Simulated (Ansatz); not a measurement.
Cost and result up the ladder for SnI4 (5 atoms). Total charge 0; singlet. Geometry: PBE0-D4/def2-SVP.

Cartesian coordinates in Å:
```
Sn 0.000 0.000 0.000
I 0.329 2.656 -0.093
I -2.610 -0.582 -0.153
I 0.992 -0.943 2.302
I 1.289 -1.131 -2.057
```

Ansatz on 4 threads of Intel Xeon 6975P-C on a shared host. Times are rough, and most runs start from the orbitals of an earlier one. ωB97M-V/def2-TZVP serves as the yardstick here, not as an exact answer. Differences are given only for rows in sets of like size (and for xTB, whose basis is part of the method), since another set adds its own error. Binding counts from free atoms at the same level (Sn triplet, I doublet; other spins of the atoms weren't run), without zero-point energy or a counterpoise term.

In the def2 sets I, Sn take a core potential; there is no spin–orbit coupling. HSE06 is defined as in plane-wave codes, on full-range PBE exchange. Correlated methods freeze 20 core orbitals; core or outer-core shells of Sn, I are correlated, in sets that lack core-valence functions. The rows differ in basis, and correlated rows in double-zeta sets carry the largest basis error.

Correlated methods converge slowly with the basis, most of all in double-zeta sets.

```json
{"level": "PBE-D4/def2-SVP", "functions": "130", "wall time": "0.8 s"}
{"level": "PBE0-D4/def2-SVP", "functions": "130", "wall time": "1.9 s"}
{"level": "PBE-D4/def2-TZVP (with forces)", "functions": "250", "wall time": "2.5 s"}
{"level": "r2SCAN-D4/def2-TZVP", "functions": "250", "wall time": "3.3 s"}
{"level": "HSE06-D4/def2-TZVP", "functions": "250", "wall time": "4.3 s"}
{"level": "BHLYP-D4/def2-TZVP", "functions": "250", "wall time": "6 s"}
{"level": "MP2/def2-TZVP", "functions": "250", "wall time": "7 s"}
{"level": "PBE0-D4/def2-TZVP (with forces)", "functions": "250", "wall time": "7.5 s"}
{"level": "B2PLYP/def2-TZVP", "functions": "250", "wall time": "7.5 s"}
{"level": "PBE-QIDH/def2-TZVP", "functions": "250", "wall time": "7.5 s"}
{"level": "ωB97M-V/def2-TZVP", "functions": "250", "wall time": "9.5 s"}
{"level": "RPA@PBE/def2-TZVP", "functions": "250", "wall time": "10 s"}
{"level": "CCSD(T)/def2-SVP", "functions": "130", "wall time": "23 s"}
```

Estimate what each level gives for the binding energy per atom (eV).


```json
{"level": "PBE-D4/def2-SVP", "binding energy per atom (eV)": "2.07", "difference from ωB97M-V/def2-TZVP (eV)": "–"}
{"level": "PBE0-D4/def2-SVP", "binding energy per atom (eV)": "2.01", "difference from ωB97M-V/def2-TZVP (eV)": "–"}
{"level": "PBE-D4/def2-TZVP (with forces)", "binding energy per atom (eV)": "2.10", "difference from ωB97M-V/def2-TZVP (eV)": "0.18"}
{"level": "r2SCAN-D4/def2-TZVP", "binding energy per atom (eV)": "2.03", "difference from ωB97M-V/def2-TZVP (eV)": "0.12"}
{"level": "HSE06-D4/def2-TZVP", "binding energy per atom (eV)": "2.05", "difference from ωB97M-V/def2-TZVP (eV)": "0.13"}
{"level": "BHLYP-D4/def2-TZVP", "binding energy per atom (eV)": "1.92", "difference from ωB97M-V/def2-TZVP (eV)": "0.00"}
{"level": "MP2/def2-TZVP", "binding energy per atom (eV)": "2.07", "difference from ωB97M-V/def2-TZVP (eV)": "0.15"}
{"level": "PBE0-D4/def2-TZVP (with forces)", "binding energy per atom (eV)": "2.05", "difference from ωB97M-V/def2-TZVP (eV)": "0.13"}
{"level": "B2PLYP/def2-TZVP", "binding energy per atom (eV)": "1.91", "difference from ωB97M-V/def2-TZVP (eV)": "-0.01"}
{"level": "PBE-QIDH/def2-TZVP", "binding energy per atom (eV)": "2.03", "difference from ωB97M-V/def2-TZVP (eV)": "0.11"}
{"level": "ωB97M-V/def2-TZVP", "binding energy per atom (eV)": "1.92", "difference from ωB97M-V/def2-TZVP (eV)": "0.00"}
{"level": "RPA@PBE/def2-TZVP", "binding energy per atom (eV)": "1.64", "difference from ωB97M-V/def2-TZVP (eV)": "-0.28"}
{"level": "CCSD(T)/def2-SVP", "binding energy per atom (eV)": "1.73", "difference from ωB97M-V/def2-TZVP (eV)": "–"}
```
